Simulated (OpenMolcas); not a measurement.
Ti2+: moving the ligands

Ti2+ with its 6 nearest fluoride ions at 2.203 Å, on the Ca site of CsCaF3 (a = 4.526 Å, distance in the model lattice 2.263 Å). The rest of the host is ab initio model potentials to 7.6 Å, with orthogonalisation functions on the cations behind the ligands, and point charges beyond; the distance is set by hand and nothing relaxes. Ligand basis ANO-RCC-VDZP.

- Program: OpenMolcas 26.06
- Method: CASSCF
- Basis: ANO-RCC-VTZP [6s5p3d2f1g]
- Scalar Hamiltonian: DKH2, point nucleus
- Active space: 2 electrons in 5 orbitals (3d)
- State averaging: 2S+1 = 3 even, 10 roots; 2S+1 = 1 even, 15 roots
- Spin-orbit coupling: RASSI with atomic mean-field integrals over the reference wave functions

Runs around this geometry, states (labels of O, the rotations of Oh). Energies in cm-1 above the lowest state or level, χT in cm3 K/mol; under a threefold ground state the first gap can be a small split of the lowest multiplet, not the spin-orbit step; 10Dq and B are least-squares fits to the states below 45000 cm-1, weighted by degeneracy, with a free offset, and given where the rms deviation is under 5 % of |10Dq| (or 100 cm-1) and under 700 cm-1.

```tsv
R (Å)	Ground state	First state of that spin	10Dq	B (rms of fit)	First gap with spin-orbit (degeneracies)	χT at 300 K	First state of another spin
2.17	3T1	3T2 9672	11337	869 (189)	2.9 (2, 3)	1.099	1T2 12010
2.203	3T1	3T2 8895	10501	869 (179)	3.2 (2, 3)	1.103	1T2 12026
2.263	3T1	3T2 7653	9112	872 (158)	3.8 (2, 3)	1.109	1T2 12045
```

Taking |10Dq| as R^-n, n = -ln(9112 / 11337) / ln(2.263 / 2.17) = 5.2 between the shortest and longest distance. The point-charge formula for a cubic d site gives n = 5.

An orbital triplet at a regular site is open to Jahn-Teller coupling, which can distort the site and quench the lowest spin-orbit gaps and is left out. Without dynamic correlation the repulsion within the d shell is too large (B by tens of per cent), so at a given field states of lower spin stand too high. Ligand-to-metal charge-transfer states are missing. With no ligand orbital active B as a rule stays too high, so bands that hang on it stand too high and its fall with covalency is understated. With metal d orbitals alone and no dynamic correlation 10Dq can be off by a tenth to a fifth, either way, in oxide and fluoride hosts. No measured value stands beside these numbers; the geometry was set by hand and not optimised.
